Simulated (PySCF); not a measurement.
Stepwise substitution at one centre (Al Br-SiH3). All species are isolated molecules in the gas phase. Strings in code marks are SMILES.

The LUMO from two functionals at the same geometries (B3LYP-D3(BJ)/def2-TZVP), both in PySCF: PBE-D3(BJ)/def2-TZVP and B3LYP-D3(BJ)/def2-TZVP. B3LYP has the VWN-RPA correlation part, as in Gaussian. 

| species | PBE-D3(BJ)/def2-TZVP (eV) |
|---|---|
| 0 of 3 Br replaced by SiH3 | -2.45 |
| 1 of 3 Br replaced by SiH3 (`[Br][Al]([Br])[SiH3]`) | -2.75 |
| 2 of 3 Br replaced by SiH3 | -3.10 |
| 3 of 3 Br replaced by SiH3 (`[SiH3][Al]([SiH3])[SiH3]`) | -3.36 |

Task: What does B3LYP-D3(BJ)/def2-TZVP give for each?

Result: 
- 0 of 3 Br replaced by SiH3: -1.87
- 1 of 3 Br replaced by SiH3 (`[Br][Al]([Br])[SiH3]`): -2.18
- 2 of 3 Br replaced by SiH3: -2.54
- 3 of 3 Br replaced by SiH3 (`[SiH3][Al]([SiH3])[SiH3]`): -2.78
Over these rows, drawn at random from the members with no instability flagged (it was tested for open shells, ions and some series alone), PBE minus B3LYP-D3(BJ): mean -0.57 eV, from -0.58 eV to -0.57 eV.
